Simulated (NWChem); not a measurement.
System: CH$_{5}$AlO; SMILES C[O][AlH2]

Here is an NWChem input.

```
start job
memory heap 200 mb stack 900 mb global 1100 mb
geometry units angstroms noautosym nocenter noautoz
  Al     0.081606    -1.192925    -0.003001
  H      1.249331    -2.256533     0.038251
  H     -1.466068    -1.546901    -0.064400
  O      0.562775     0.434661     0.021843
  C      0.006428     1.705485     0.005204
  H     -1.099785     1.694255    -0.037813
  H      0.298678     2.270913     0.908085
  H      0.367570     2.277880    -0.867905
end
basis spherical
  Al library 6-31g*
  H library 6-31g*
  O library 6-31g*
  C library 6-31g*
end
dft
  xc pbe0
  iterations 150
end
property
  efieldgrad
end
task dft property
```

Structure relaxed at the PBE0/def2-SVP level.

Vzz is the largest principal value of the second derivative of the potential at the nucleus (NWChem prints the opposite sign); η is the asymmetry. Non-relativistic.

Atoms are numbered as in the input.

Problem. What results follow from this input? (PBE0/6-31G* (spherical d).) Quantities: Vzz Al1 (a.u.); η Al1; Vzz O4 (a.u.); η O4.

Solution. 
- Vzz Al1 (a.u.): 0.942
- η Al1: 0.29
- Vzz O4 (a.u.): 1.508
- η O4: 0.19
